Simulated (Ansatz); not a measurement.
```yaml
crystal:
  periodic: [false, false, false]
  atoms:
    - {symbol: C, position_ang: [-0.170240, -1.069246, 3.738901]}
    - {symbol: Si, position_ang: [1.647767, 0.145145, 0.305313]}
    - {symbol: F, position_ang: [4.232008, -2.129062, -0.440210]}
    - {symbol: Si, position_ang: [-1.392167, 0.599941, -3.827330]}
    - {symbol: Cl, position_ang: [3.609429, 4.161384, 1.025892]}
    - {symbol: H, position_ang: [1.429329, -1.176783, 5.530149]}
    - {symbol: H, position_ang: [-1.907984, 0.469094, 4.362063]}
    - {symbol: H, position_ang: [-1.144758, -3.247676, 3.445805]}
    - {symbol: H, position_ang: [-3.713822, 2.816061, -3.193038]}
    - {symbol: H, position_ang: [0.373691, 1.573024, -6.398692]}
    - {symbol: H, position_ang: [-2.819815, -2.267065, -4.503754]}
basis:
  gaussian: {orbitals: def2-SVPD}
magnetization: {spin_polarized: true, initial_magnetization: 0}
hamiltonian: {xc: {name: RPBE}, dispersion: d4}
output: {forces: true}
```

```sh
$ ansatz run in.yaml --threads 4 --pin off --events-out ev --progress --plain --max-ram 10444MiB
```

Output, abridged:

```
Functional definition: RPBE
  name "RPBE"
  cite "Hammer, Hansen & Nørskov, Phys. Rev. B 59, 7413 (1999) doi:10.1103/PhysRevB.59.7413"
  cite "Perdew, Burke & Ernzerhof, Phys. Rev. Lett. 77, 3865 (1996) doi:10.1103/PhysRevLett.77.3865"
  parameter kappa = 0.804
  parameter beta = 0.06672455060314922
  exchange = rpbe_x(kappa = kappa, mu = beta*pi^2/3)
  correlation = pbe_c(beta = beta)
1470 factors; their error is unknown
mean field evaluation 1: about -32057.4760 eV, gradient 4.5e1 eV
mean field evaluation 2: about -31147.8393 eV, gradient 1.9e2 eV
mean field evaluation 4: about -31610.3945 eV, gradient 1.3e2 eV
mean field evaluation 8: about -32081.2163 eV, gradient 2.2e0 eV
mean field evaluation 16: about -32081.5076 eV, gradient 7.2e-1 eV
mean field evaluation 32: about -32084.0831 eV, gradient 1.8e-2 eV
mean field evaluation 96: about -32084.0231 eV, gradient 1.7e-3 eV
mean field evaluation 128: about -32083.8189 eV, gradient 8.0e-3 eV
mean field evaluation 320: about -32084.0806 eV, gradient 4.2e-2 eV
mean field -32084.08311555 eV, -1179.0683071238 hartree, gradient 3.0e-8 eV, S^2 4.901515; 12 other end points of the search recorded, 0 dependent functions left out
the calculation of the forces begins
reference -32084.08323292 eV, -1179.0683114371 hartree; 33, 33 occupied and 133, 133 virtual orbitals, 1470 factors
Total energy: -32084.36885787 eV, -1179.0788079604 hartree
Atom 0 at    -0.170240    -1.069246     3.738901 Å, force    -0.353293    -0.222706     0.661319 eV/Å
Atom 1 at     1.647767     0.145145     0.305313 Å, force     0.671664    -0.326486     0.039515 eV/Å
Atom 2 at     4.232008    -2.129062    -0.440210 Å, force    -0.694305     0.564260     0.165266 eV/Å
Atom 3 at    -1.392167     0.599941    -3.827330 Å, force     0.016841    -0.129987    -0.232129 eV/Å
Atom 4 at     3.609429     4.161384     1.025892 Å, force    -0.177974    -0.300999    -0.061695 eV/Å
Atom 5 at     1.429329    -1.176783     5.530149 Å, force    -0.641929     0.044373    -0.725109 eV/Å
Atom 6 at    -1.907984     0.469094     4.362063 Å, force     0.715964    -0.624008    -0.268780 eV/Å
Atom 7 at    -1.144758    -3.247676     3.445805 Å, force     0.398460     0.882785     0.105867 eV/Å
Atom 8 at    -3.713822     2.816061    -3.193038 Å, force     0.110245    -0.105049    -0.029032 eV/Å
Atom 9 at     0.373691     1.573024    -6.398692 Å, force    -0.185676    -0.087887     0.266531 eV/Å
Atom 10 at    -2.819815    -2.267065    -4.503754 Å, force     0.140004     0.305704     0.078248 eV/Å
Dipole moment:    -2.389305     0.062056    -1.265463 e Å
```

Q: What is wrong with this run?

A: The geometry is stretched to more than twice its size. Self-consistency was reached. The result belongs to that input, not to the molecule as meant.
